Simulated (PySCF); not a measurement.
C₆H₁₄Se, singlet, geometry from GFN2-xTB, atoms displaced at random by about 0.03 Å a coordinate; R2SCAN/STO-3G, gradient in PySCF.

Input for PySCF:
```python
from pyscf import gto, scf, dft

mol = gto.M(
    atom='''
Se    0.29715730    0.56677143    0.54847715
C    -1.40630464    1.21333267   -0.32512826
C    -1.92427156    2.38905892    0.53718778
H    -2.11818838    0.39207567   -0.31752928
H    -1.18955710    1.51501123   -1.35023995
H    -1.24598615    3.23534379    0.53149964
H    -2.17817288    2.17800764    1.54194789
H    -2.88103703    2.76408547    0.06549719
C     0.54425012   -1.15687944   -0.42210451
C    -0.64986290   -2.17193408   -0.03215167
C     0.50417276   -0.94822063   -1.94188876
C     1.93842039   -1.65324427    0.00940808
H    -0.39600913   -3.16539517   -0.45514853
H    -1.52225299   -1.82940324   -0.23757410
H    -0.53622094   -2.31355133    1.06862308
H    -0.47117837   -0.64626476   -2.23998405
H     1.30765332   -0.24317894   -2.21201950
H     0.71617184   -1.88202283   -2.47384574
H     2.71428375   -0.97386698   -0.28628217
H     1.99418229   -1.76921026    1.06449863
H     2.17727222   -2.63711977   -0.46338864
''',
    basis='sto-3g',
    verbose=3,
)

mf = dft.RKS(mol)
mf.xc = 'r2scan'
mf.grids.level = 5
mf.kernel()
g = mf.nuc_grad_method()
g.grid_response = False
grad = g.kernel()
```

Output, abridged:

```
converged SCF energy = -2609.06762335438
--------------- RKS gradients ---------------
         x                y                z
0 Se     0.0137887462    -0.0053801821     0.0095350139
1 C    -0.0305285135     0.0060653897    -0.0342148605
2 C     0.0328254577    -0.0218127644     0.0553206344
3 H     0.0090982346     0.0076179341     0.0023884295
4 H     0.0014070230    -0.0053132160     0.0073739751
5 H    -0.0117193043    -0.0061173635     0.0007607160
6 H     0.0015750134     0.0191485733    -0.0336071918
7 H    -0.0168654144     0.0055901852    -0.0074302661
8 C     0.0336924501     0.0059619416    -0.0058025706
9 C    -0.1969040360     0.0571355530    -0.0645145449
10 C    -0.0342138944     0.0068005863     0.0009141673
11 C     0.0062107801     0.0336354372     0.0237121233
12 H     0.0126011202    -0.0094868300     0.0062266716
13 H     0.1440049213    -0.0533869124     0.0414596351
14 H     0.0104558781    -0.0021279183     0.0108014495
15 H     0.0228454188    -0.0178277983     0.0121184336
16 H     0.0103127217    -0.0041728437     0.0059315425
17 H    -0.0015670768     0.0066134962    -0.0018387820
18 H    -0.0123588472    -0.0175437304     0.0079538419
19 H    -0.0004358355     0.0048279193    -0.0315139136
20 H     0.0057880028    -0.0101794756    -0.0055462345
----------------------------------------------
```
